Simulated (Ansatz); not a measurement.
Two structures of GaNH4Cl2, singlet, reached by relaxing down either side of one saddle point (PBE0-D4/def2-TZVP). Energies are electronic, without zero-point energy. Computed with Ansatz 0.2.0 (basis: def2-TZVPP and def2-QZVPP); correlated methods freeze the cores. Filled d shells of the heavier atoms are correlated. The def2 sets are not built for correlating such inner shells, so the correlated values are less sure here. Extrapolation: Hartree–Fock as exp(−7.88 √X), correlation as X^−2.97. First:

Ga1  (-0.668, -0.830, -0.034)
H2  (-2.169, -0.451, 0.121)
Cl3  (0.055, -1.473, -1.989)
Cl4  (0.334, -1.846, 1.615)
H5  (-0.090, 1.789, 0.192)
N6  (0.452, 0.942, 0.062)
H7  (0.980, 1.019, -0.802)
H8  (1.106, 0.850, 0.834)
(Å)

Second:

```csv
atom,x (Å),y (Å),z (Å)
Ga1,0.3812,-0.7712,-0.1094
H2,-2.3976,0.1365,0.1998
Cl3,-0.2212,-1.5629,-1.9879
Cl4,0.0596,-1.9383,1.6379
H5,-1.9987,0.7690,0.2344
N6,1.1351,0.8558,0.0007
H7,1.4565,1.3417,-0.8191
H8,1.5853,1.1696,0.8436
```

**Question.** Which bonds change from the first to the second?

**Answer.** GaHCl₂ ([Cl][GaH][Cl]) + NH₃ → GaNH₂Cl₂ ([NH2][Ga]([Cl])[Cl]) + H₂; bonds formed: H2–H5; dative contacts that become bonds: Ga1–N6; bonds broken: Ga1–H2, H5–N6.

**Question.** Give the saddle point's structure and its height above each. (An estimate is asked for; the value comes from the calculation.)

**Answer.** By the calculation: 204.6 kJ/mol above the first and 105.6 kJ/mol above the second (CCSD(T) at an estimated basis limit (MP2 extrapolated from triple and quadruple zeta, plus CCSD(T) − MP2 in triple zeta)).
Ga1  (-0.143, -0.840, -0.076)
H2  (-1.614, 0.252, 0.151)
Cl3  (-0.221, -1.686, -2.034)
Cl4  (0.065, -2.068, 1.657)
H5  (-0.835, 0.859, 0.154)
N6  (0.593, 0.946, 0.052)
H7  (1.015, 1.354, -0.774)
H8  (1.142, 1.184, 0.869)
(Å)

T1 diagnostic: at most 0.012.

The step is the kind of exchange with an N–H group that builds nitride films in atomic layer and chemical vapour deposition.

Labels in which every atom is bracketed show which atoms are joined, not bond orders.

For scale, one of the runs: CCSD(T)/def2-TZVPP, 219 basis functions, launched by `ansatz run in.yaml --threads 4 --pin off --events-out ev --progress --plain --max-ram 9574MiB`. Hardware: 4 CPU threads of an AMD EPYC, shared host. Wall time 3.6 min; peak host memory 3.2 GiB.
